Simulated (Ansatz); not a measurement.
Molecule: GaH, net charge 0, singlet state. 
Structure (B3LYP-D3(BJ)/def2-TZVP (Ansatz, a program for electronic structure) minimum search):
```
Ga
H 1 1.6890
```
Charge 0, spin multiplicity 1.

Quantity: vertical ionisation energy (to the doublet state of charge +1; each state is the SCF solution reached for its spin), in eV. Valence correlation only, unless marked. Open shells are spin-unrestricted. Spin-orbit coupling is left out. The frozen core is the preceding noble-gas configuration, with the filled d and f shells of earlier blocks. No relativistic terms. CBS marks a two-point X^-3 extrapolation of the correlation energy; Hartree-Fock from the larger set.

| level | program | vertical ionisation energy (eV) |
|---|---|---|
| SVWN5/def2-TZVPD | Ansatz | 8.54 |

### Question
Predict the CCSD(T)/CBS(aug-cc-pVTZ,aug-cc-pVQZ) result (Ansatz).

### Answer
8.36 eV
